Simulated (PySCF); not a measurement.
FH2NTe, SMILES N[Te]F. Coordinates come from a r2SCAN-D4/def2-TZVP optimisation. The def2 effective core potentials stand for the cores of Te; spin–orbit coupling is left out. The values are those of a single conformer.

Computed with r2SCAN-D4/def2-TZVP (PySCF).

Harmonic wavenumbers (cm⁻¹): 202, 450, 478, 573, 703, 918, 1570, 3529, 3644. Rotational constants (GHz): 10.87, 6.200, 4.038; symmetry number 1.

Question: Work out the zero-point energy and the ideal-gas rigid-rotor harmonic-oscillator thermochemistry at 298.15 K and 1 atm.

Answer: ZPE = ½ Σ hcν = ½ × 12066 cm⁻¹ = 17.25 kcal/mol. H − E(el) = 20.50 kcal/mol. Entropy in cal/(mol K): translation 41.17, rotation 24.58, vibration 4.57, total 70.32. G − E(el) = -0.47 kcal/mol. Cp = 14.89 cal/(mol K).
